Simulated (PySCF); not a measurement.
Al(Et)3 (C6H15Al), SMILES C[CH2][Al]([CH2]C)[CH2]C. Coordinates come from a PBE0-D3(BJ)/def2-SVP optimisation. The isomer is the one that the SMILES or the coordinates give; other isomers of the formula were not compared. One conformer was computed; it need not be the lowest.

Computed equilibrium geometry at PBE0-D3(BJ)/def2-SVP (PySCF confirms it by a frequency run) as a Z-matrix (one conformer of several):
```
Al
C 1 1.9729
H 2 1.1078 1 106.20
H 2 1.1088 3 103.17 1 111.00
C 2 1.5275 3 110.30 4 117.55
H 5 1.1015 2 111.91 3 -176.85
H 5 1.1021 6 106.41 2 122.45
H 5 1.1032 6 106.94 7 113.88
C 1 1.9736 2 125.05 3 -131.05
H 9 1.1074 1 106.57 2 -135.17
H 9 1.1087 10 103.35 1 111.41
C 9 1.5281 10 110.27 11 117.45
H 12 1.1014 9 111.90 10 -176.55
H 12 1.1022 13 106.42 9 122.50
H 12 1.1032 13 106.94 14 113.86
C 1 1.9739 2 117.73 3 49.26
H 16 1.1071 1 107.98 2 -132.01
H 16 1.1082 17 103.57 1 113.14
C 16 1.5286 17 110.36 18 117.74
H 19 1.1024 16 111.84 17 -177.80
H 19 1.1025 20 106.35 16 122.35
H 19 1.1032 20 106.86 21 113.79
```
Charge 0, spin multiplicity 1.
